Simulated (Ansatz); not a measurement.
`CBN[SiH2]C` + H–F → `CBF` + `C[SiH2]N` at 700 K and 1 bar (ligand exchange at a B–N bond).

Isolated molecules relaxed with PBE0-D4/def2-TZVP in Ansatz; ΔE leaves out vibrations. CBS: MP2 limit from def2 TZ/QZ plus the TZ coupled-cluster correction, frozen cores. This one scheme is used for every species. One conformer a species, not always the lowest.

```csv
species,CCSD(T)/CBS energy (Eh),H − E (kJ/mol),S (J/(mol·K))
`CBN[SiH2]C`,-450.78607,415.3,515.1
H–F,-100.39570,45.2,198.5
`CBF`,-165.10297,181.4,343.0
`C[SiH2]N`,-386.08232,275.5,406.6
```

H − E and S are ideal-gas, rigid-rotor, harmonic terms from PBE0-D4/def2-TZVP, for one conformer and one mirror image of each species. 1 Eh = 2625.50 kJ/mol, R = 8.31446 J/(mol·K).

Problem. By hand: ΔE, ΔH, ΔS and ΔG.

Solution. ΔE = (-165.10297) + (-386.08232) − (-450.78607) − (-100.39570) = -0.00352 Eh = -9.2 kJ/mol. Δ(H − E) = 181.4 + 275.5 − 415.3 − 45.2 = -3.6, so ΔH = -12.8 kJ/mol. ΔS = 343.0 + 406.6 − 515.1 − 198.5 = 36.0 J/(mol·K). ΔG = -12.8 − 700 × (36.0)/1000 = -38.0 kJ/mol.

Problem. By hand: the equilibrium constant, and the temperature at which ΔG would vanish if ΔH and ΔS stayed fixed.

Solution. log₁₀ K = −ΔG/(RT ln 10) = 2.8. ΔH and −TΔS have one sign here, so there is no such temperature.

TΔS isn't small against ΔH here. A doubt of 5 kJ/mol in ΔE shifts log₁₀ K by 0.4 here. Other conformers and mirror images would add mixing entropy, several J/(mol·K) or more a flexible species. These are equilibria of isolated gas molecules and say nothing of rates. Largest T1 diagnostic: 0.012 (customary marks: 0.02 for closed shells, 0.045 for open ones).
